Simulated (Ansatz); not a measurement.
This geometry of BH3NOS (7 atoms, charge -1, multiplicity 1) is a first-order saddle point.

The calculation used Ansatz, RKS BHLYP/def2-SVP.

```xyz
7
Properties=species:S:1:pos:R:3
N -0.433 1.134 -0.012
B 0.146 -0.113 0.026
O 1.458 -0.495 0.321
S -1.243 -1.308 -0.423
H 0.063 1.993 0.188
H -1.512 0.230 -0.357
H 1.521 -1.441 0.256
```

Question: Which two structures does it join? (They come from a converged band through this point; their orientation in space is the band's.)

Answer: Bonds broken: N1–H6. Bonds formed: S4–H6.

Initial state:

```xyz
7
Properties=species:S:1:pos:R:3
N -0.547 0.994 0.109
B -0.032 -0.359 0.028
O 1.343 -0.417 0.314
S -0.984 -1.799 -0.371
H 0.096 1.761 0.002
H -1.436 1.162 -0.326
H 1.561 -1.343 0.245
```

Final state:

```xyz
7
Properties=species:S:1:pos:R:3
N -0.182 1.419 0.137
B 0.142 0.118 0.117
O 1.382 -0.521 0.371
S -1.207 -1.228 -0.328
H 0.643 1.979 0.341
H -2.137 -0.344 -0.706
H 1.358 -1.423 0.069
```

Question: How far does it lie above each of them?

Answer: 50.6 kcal/mol above the first and 18.0 kcal/mol above the second. This is the barrier of this one path; another mechanism may lie lower. The orbitals stay closed-shell, which can raise the energy where a bond breaks towards radicals; this wasn't checked here. Limits of this set-up: an anion without diffuse functions.

The run took 3.3 min on 1 thread of Arm Neoverse V1 (shared host), peak memory 0.13 GiB.
